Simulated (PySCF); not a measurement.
An unknown shows these calculated signals:

1H NMR (600 MHz, computed): δ 5.90 (d, 1H), 4.75 (m, 1H), 4.32 (m, 1H), 4.19 (m, 1H), 3.12 (m, 1H), 0.31 (m, 3H).

13C{1H} NMR (computed): δ 151.1 (C), 138.9 (CH), 56.6 (CH), 49.7 (CH), -6.7 (CH3).

- GFN2-xTB structure
- GIAO PBE0/pcSseg-1 shieldings
- code: PySCF 2.14.0 with density-fitted response routines
- relativity neglected, no solvent model, single conformer, averaged over atoms made equivalent by symmetry, fast rotation or ring inversion

Referencing at the same level of theory: 1H (31.72 ppm) and 13C (186.93 ppm) against TMS.

Which of these does the molecule contain: a non-aromatic C=C double bond, a carboxylic acid, a vinyl group CH=CH2, a Si–H bond, a Si–CH3 group, an NH or NH2 group?

Results:


- A non-aromatic C=C double bond: yes.
- A carboxylic acid: no.
- A vinyl group CH=CH2: no.
- A Si–H bond: yes (δH 4.32 (m), 4.19 (m)).
- A Si–CH3 group: yes (δC -6.7; δH 0.31 (m)).
- An NH or NH2 group: no.

The data belong to SMILES C1(Cl)=C[C@H](Cl)[C@@H]1[SiH2]C, C5H8Cl2Si; they needn't prove each group on their own.

Carbon signals by region: 2 in the sp2 and nitrile region (100–160 ppm), 1 at 50–100 ppm, 2 below 50 ppm.

Carbons that carry Cl, above all several Cl atoms, come out too deshielded, partly because spin–orbit coupling is missing. Shifts are as computed. Against solution values, carbons near 30 ppm lie about +3 ppm off and those near 130 ppm about +5 ppm; carbons on Cl a further +6 ppm. Of 1211 compounds with measured shifts, 218 miss one by over three times the rms of a fit or turn the order of signals round; such compounds aren't used in these exercises. Multiplicities follow the n + 1 count of equivalent neighbours, as no J values were calculated; m marks all less simple cases, F and P coupling included.
